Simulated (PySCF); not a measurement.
# What a mistake does to a calculation on BGeH4OSi

These are calculations, not measurements. They come from PySCF 2.14.0, an open-source quantum chemistry program, on an isolated molecule that a program drew, which may never have been made. The molecule is BGeH4OSi (charge 0, doublet), drawn as the SMILES string `O=[SiH][B][GeH3]`.

Each row is a Hartree-Fock (HF) and frozen-core CCSD(T) single point in the cc-pV(D+d)Z basis, meant for a local HF minimum. Run 1 is clean. Each other run has one planted mistake out of seven kinds, and not every kind appears here: one electron removed, one electron added, multiplicity raised by two, geometry at a saddle point, minimal basis STO-3G, one bond length entered in bohr, all coordinates scaled. The reference is restricted for singlets and unrestricted otherwise, and also for a bond in bohr. Adding or removing an electron swaps singlet and doublet. Electrons count all cores. HOMO and LUMO are orbital energies over both spins, the gradient is its largest component, and the lowest frequency (negative if imaginary) is given only where the gradient is small. Bond lengths are over the 7 bonds as drawn. T1 is the CCSD diagnostic: over 0.02 (restricted) or 0.045 (unrestricted) a single reference is doubtful. Germanium has the cc-pVDZ-PP basis, with a core potential (ECP10MDF) in place of its 10 inner electrons, and its 3s, 3p and 3d shells are frozen in CCSD(T).

Geometry of the clean run:
```xyz
8
BGeH4OSi, angstrom
O    -0.9460    1.6438   -0.1331
Si   -0.4144    0.2529   -0.3489
B     0.9523   -0.5974    0.7563
Ge    2.3792   -1.5492    1.9048
H    -0.8586   -0.6529   -1.4301
H     1.9295   -1.6587    3.3620
H     2.5327   -2.9537    1.3112
H     3.7218   -0.8206    1.8398
```

| run | electrons | basis functions | <S^2> | HOMO (eV) | LUMO (eV) | gradient (hartree/bohr) | lowest frequency (cm^-1) | mean bond (Å) | longest bond (Å) | T1 | HF (hartree) | CCSD(T) (hartree) | mistake |
|---|---|---|---|---|---|---|---|---|---|---|---|---|---|
| 1 | 63 | 94 | 0.771 | -9.33 | 0.05 | 2.7e-05 | 39 | 1.6558 | 2.064 | 0.0232 | -684.10074 | -684.59350 | no fault |
| 2 | 63 | 94 | 0.963 | -9.13 | 0.12 | 9.6e-02 | - | 1.8180 | 2.267 | 0.0416 | -684.03706 | -684.55012 | all coordinates scaled |
| 3 | 63 | 94 | 1.612 | -8.81 | -0.06 | 2.2e-02 | - | 1.9181 | 3.901 | 0.0353 | -683.99381 | -684.46854 | one bond length entered in bohr |
| 4 | 63 | 94 | 3.782 | -7.92 | -0.37 | 1.6e-01 | - | 1.6558 | 2.064 | 0.0597 | -684.03565 | -684.50328 | ? |

**Which mistake was planted in run 4, and what did it cost?**

Electrons, basis and geometry are unchanged, and <S^2> is 3.782, beside S(S+1) = 3.75 for a multiplicity of 4. So the mistake is: multiplicity raised by two. Subtracting run 1 and multiplying by 627.51 kcal/mol a hartree, the energy moved by 40.8 kcal/mol in HF and 56.6 kcal/mol in CCSD(T).

Cautions from the logs. Run 4: T1 is over the limit, so its CCSD(T) energy is less reliable.
